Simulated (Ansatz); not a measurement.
```yaml
crystal:
  periodic: [false, false, false]
  atoms:
    - {symbol: O, position_ang: [-1.671892, -0.719081, 1.038737]}
    - {symbol: Mo, position_ang: [-0.460534, 0.063918, 0.083605]}
    - {symbol: O, position_ang: [1.394597, -0.515241, 0.547019]}
    - {symbol: O, position_ang: [-0.218999, -1.201932, -1.370416]}
    - {symbol: Cl, position_ang: [-1.516641, 1.680773, -1.317504]}
    - {symbol: Cl, position_ang: [0.098810, 1.896643, 1.600797]}
    - {symbol: H, position_ang: [1.845965, 0.008245, 1.283526]}
    - {symbol: H, position_ang: [0.625398, -1.273175, -1.924250]}
basis:
  gaussian: {orbitals: def2-TZVP, nuclear_model: gaussian}
magnetization: {spin_polarized: true, initial_magnetization: 0}
hamiltonian: {xc: {name: HF}}
correlation: {method: mp2, frozen_orbitals: {O: 9}}
```

```sh
$ ansatz run in.yaml --threads 4 --pin off --events-out ev --progress --plain --max-ram 11315MiB
```

Shortened log:

```
Functional definition: HF
Error: "frozen_orbitals" has no count for Mo
```

Problem. Something in this input is off. What?

Solution. Frozen orbitals are typed for one element alone, and the program wants a count for each. The program refused the input.
